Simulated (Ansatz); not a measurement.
The cluster Rh5, relaxed as a doublet with UKS PBE0-D4/def2-SVP in Ansatz, starting from the GFN2-xTB geometry. Force threshold 0.02 eV/Å.

In the def2 sets Rh takes a core potential; there is no spin–orbit coupling. The charge 0 doublet is spin-contaminated (final ⟨S²⟩ up to 3.92, 0.75 for a pure state). The structure comes from a short search, and lower isomers may exist.

Start:

Cartesian coordinates in Å:
```
Rh 0.3191 -0.4460 1.8693
Rh -1.1211 -0.5749 -0.1811
Rh 1.2063 -1.5157 -0.1862
Rh -1.2240 1.5761 -1.3554
Rh 0.8197 0.9604 -0.1466
```

Q: Estimate the energy that the relaxation releases and the steps that it takes.

A: 50.9 kJ/mol, in 18 steps; 5.9 min on 4 threads of Arm Neoverse V2 on a shared host. The force fell under the threshold at step 11, but the optimiser went on and released 0.051 eV more. No frequencies were taken in this run, so the end may be a saddle point.

Q: Does the start keep its bonding?

A: Bonds formed: Rh3–Rh4 (atoms count from 1).

Q: Predict the relaxed structure.

A: 
```xyz
5

Rh    0.582   -0.755    1.778
Rh   -1.469   -0.267    0.386
Rh    0.861   -1.034   -0.803
Rh   -0.572    0.748   -1.794
Rh    0.598    1.307    0.434
```
Bond lengths (bridged metal pairs left out): 9 × Rh–Rh 2.46 to 2.73 Å.
